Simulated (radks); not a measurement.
Problem. Species: Zr. Configuration: [Ar] 3d10 4s2 4p4 4d2 5s2 6s2 (not the ground configuration). All-electron calculation, Dirac Kohn-Sham, exchange-only B88, spin-unpolarised, spherical densities, finite nucleus; open shells are shared between the two j in proportion to 2j + 1; Fermi nuclear charge, rms radius 4.2694 fm. Program: a radial shooting solver on a logarithmic mesh with Libxc functionals. Some entries of the table are withheld. Estimate them.

orbital,occ.,eigenvalue (hartree),<r> (bohr)
1s1/2,2,-655.6705,0.03706
2s1/2,2,-91.46705,0.1623
2p1/2,2,-83.80947,0.1386
2p3/2,4,-80.65121,0.1430
3s1/2,2,-15.57998,0.4582
3p1/2,2,-12.72798,0.4547
3p3/2,4,-12.22456,0.4652
3d3/2,4,(1),(2)
3d5/2,6,(3),(4)
4s1/2,2,-2.60060,1.183
4p1/2,1.33333,-1.80663,1.293
4p3/2,2.66667,-1.73418,1.320
4d3/2,0.8,-0.57836,1.765
4d5/2,1.2,-0.57056,1.777
5s1/2,2,-0.40548,2.979
5p1/2,0,(5),3.580
5p3/2,0,(6),3.658
6s1/2,2,-0.06357,7.537
5d3/2,0,-0.03586,6.958
5d5/2,0,-0.03539,6.999

Solution. 
(1) 3d3/2 eigenvalue (hartree): -7.19125
(2) 3d3/2 <r> (bohr): 0.4497
(3) 3d5/2 eigenvalue (hartree): -7.09916
(4) 3d5/2 <r> (bohr): 0.4532
(5) 5p1/2 eigenvalue (hartree): -0.22996
(6) 5p3/2 eigenvalue (hartree): -0.22018
